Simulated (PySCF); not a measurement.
**Electron correlation in Cd⁺ (cadmium, charge +1)**

[Kr] 4d10 5s1, 2S determinant. All numbers are calculated (PySCF 2.14, scalar relativity through the core potential, in def2-TZVPPD with the def2 core potential (28 electrons) (6s4p3d2f1g, 56 functions)). Frozen: 4s2 4p6; 11 electrons correlated.

MP2 pair energies summed by pair of shells (mhartree):

```json
{"pair": "4d-4d", "energy": "-351.96", "share (%)": "89.5"}
{"pair": "4d-5s", "energy": "-41.15", "share (%)": "10.5"}
```

Total MP2 correlation energy: -393.11 mhartree.

Same-spin part -146.80 and opposite-spin part -246.31 mhartree; SCS-MP2 scales them by 1/3 and 6/5 to -344.50 mhartree.
